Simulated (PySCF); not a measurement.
Computed shifts of a molecule C₄H₄F₂O₂, PBE/pcSseg-1 (PySCF), GIAO, gas phase, equivalent atoms averaged, in ppm (number of nuclei): ¹³C: 166.0 (1), 155.2 (1), 149.6 (1), 56.2 (1). ¹⁹F: -156.3 (1), -179.8 (1). ¹H: 7.80 (1), 4.12 (3). References: ¹³C against TMS (σ = 182.0 ppm); ¹⁷O against H2O (σ = 334.3 ppm); ¹⁹F against CFCl3 (σ = 133.6 ppm); ¹H against TMS (σ = 31.49 ppm), references at their B3LYP-D3(BJ)/def2-TZVP geometries, non-relativistic. Geometry: B3LYP-D3(BJ)/def2-SVP. Other conformers were not sampled.

### Question
Which molecule gave these data?
A. O=CCOC=C(F)F
B. FC(F)C1OC=CO1
C. O=C1CO[C@@H]1C(F)F
D. COC(=O)/C(F)=C/F

### Answer
D, COC(=O)/C(F)=C/F
